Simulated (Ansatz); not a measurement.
Two isomers of Cl2H4O2Si2: A = `O[SiH2]O[SiH](Cl)Cl`, B = `O[SiH2][Si](O)(Cl)Cl`.

Gas-phase electronic energies from Ansatz, PBE0-D4/def2-TZVP geometries. CCSD(T)/CBS is the MP2 limit (def2-TZVPP, def2-QZVPP) plus CCSD(T) − MP2 in def2-TZVPP, frozen cores. Functionals use def2-TZVPP. B3LYP here is the variant with VWN-RPA as its local correlation; programs differ in this. Each species was taken in one conformer, which may not be the lowest.

**Question.** Which is lower in electronic energy at CCSD(T)/CBS, and by how much? (Best estimate.)

**Answer.** The calculation gave: A, by 33.6 kcal/mol.

**Question.** Give E(B) − E(A) in kcal/mol with ωB97M-V, CCSD(T)/def2-TZVPP, B3LYP-D4, CCSD/def2-TZVPP, r2SCAN-D4, MP2/def2-TZVPP, B3LYP. (An estimate is asked.)

**Answer.** Ansatz gave: ωB97M-V 33.6, CCSD(T)/def2-TZVPP 33.9, B3LYP-D4 32.2, CCSD/def2-TZVPP 34.7, r2SCAN-D4 31.7, MP2/def2-TZVPP 35.2, B3LYP 32.3. None reverses the order clearly.

Largest T1 diagnostic: 0.011.

In def2-TZVPP, CCSD(T) changes the Hartree–Fock value by −5.4 kcal/mol (the triples alone add −0.8 kcal/mol) and MP2 by −4.1 kcal/mol. From PBE to PBE0 (25 % exact exchange), in def2-TZVPP and without D4, E(B) − E(A) moves by +2.7 kcal/mol.
